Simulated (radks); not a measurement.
Co IV, 24 electrons, occupied as [Ar] 3d5 4s1 (not the ground configuration).

All-electron calculation, scalar-relativistic Kohn-Sham, BLYP, spin-polarised, spherical densities, finite nucleus; open shells are filled with parallel spins first; Fermi nuclear charge, rms radius 3.7875 fm. Program: a radial shooting solver on a logarithmic mesh with Libxc functionals.

Energy parts (eV):
part                      energy
total                 -37850.025
kinetic                38344.702
electron-nucleus      -89554.049
Hartree                14952.166
exchange-correlation   -1592.843

Orbitals (lengths in bohr, moments of r in powers of bohr):
orbital,occ.,eigenvalue (eV),<1/r>
1s up,1,-7643.009,27.03
1s down,1,-7642.924,27.03
2s up,1,-949.3282,5.806
2s down,1,-946.2112,5.819
2p up,3,-820.0415,5.700
2p down,3,-817.6541,5.711
3s up,1,-151.2270,1.868
3s down,1,-144.7001,1.854
3p up,3,-114.0389,1.737
3p down,3,-107.6731,1.719
3d up,5,-54.8935,1.449
3d down,0,-48.8168,1.413
4s up,1,-36.1288,0.6356

The highest occupied level is 4s up at -36.129 eV. The configuration is held as typed, so some empty levels lie below it. Summed over all electrons, <r^2> = 16.11 bohr^2, which gives a Langevin (diamagnetic) susceptibility term of -12.8 x 10^-6 cm^3/mol. The density falls to 0.001 e/bohr^3 at r = 3.27 bohr. Spin moment in Bohr magnetons: 6. The spin density at the nucleus is 14.41 e/bohr^3 (1s 0.05, 2s -3.27, 3s 2.10, 4s 15.54).
